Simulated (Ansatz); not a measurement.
Program: Ansatz. Geometries: PBE0-D4/def2-TZVP. ΔE: electronic, gas phase. CCSD(T)/CBS is the MP2 limit (def2-TZVPP, def2-QZVPP) plus CCSD(T) − MP2 in def2-TZVPP, frozen cores. DFT in def2-TZVPP. B3LYP here is the variant with VWN-RPA as its local correlation; programs differ in this. For Ge outer-core shells are correlated without core-valence functions, which leaves a few kJ/mol of doubt a bond. Scalar relativity is left out up to krypton. One conformer a species, not always the lowest.

`C[O][GeH]([NH2])[Cl]` + `C=C[SiH2]O[SiH3]` → `C=[CH][GeH]([NH2])[Cl]` + `CO[SiH2]O[SiH3]`  (redistribution)

```json
{"level": "r2SCAN-D4", "ΔE (kJ/mol)": "-65.7"}
{"level": "B3LYP-D4", "ΔE (kJ/mol)": "-68.6"}
{"level": "ωB97M-V", "ΔE (kJ/mol)": "-69.3"}
{"level": "B3LYP", "ΔE (kJ/mol)": "-68.8"}
{"level": "SCS-MP2/def2-TZVPP", "ΔE (kJ/mol)": "-70.1"}
{"level": "CCSD(T)/def2-TZVPP", "ΔE (kJ/mol)": "-69.1"}
{"level": "SCS-MP2/def2-QZVPP", "ΔE (kJ/mol)": "-70.8"}
{"level": "HF/CBS(def2)", "ΔE (kJ/mol)": "-69.8"}
```

Question: What does CCSD(T)/CBS give? (Best estimate.)

Answer: Ansatz gave: -70.7 kJ/mol. The listed levels differ from it by 5.0, 2.1, 1.4, 1.9, 0.6, 1.6, -0.1, 0.9 kJ/mol.

Largest T1 diagnostic among the species: 0.011.
